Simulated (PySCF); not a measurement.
C3H4BCl, SMILES C#CB(C)Cl.

Coordinates come from a PBE0-D3(BJ)/def2-SVP optimisation. This is a generated structure with no PubChem entry under its InChIKey; it may be hypothetical.

The numbers are results of PySCF with PBE/def2-TZVP, not measurements.

### Question
Estimate the frontier levels, gap, dipole moment and polarisability. (The exact figures need the calculation; the answer reports its results.)

### Answer

highest occupied level: -7.04 eV
lowest empty level: -2.82 eV
orbital gap: 4.22 eV
dipole moment: 1.49 D
quadrupole, principal values (traceless, Buckingham form, about the centre of nuclear charge): -3.68, -2.89, 6.57 D·Å
mean static polarisability: 62.2 bohr³ (9.22 Å³)
polarisability, principal values: 41.3, 59.7, 85.7 bohr³
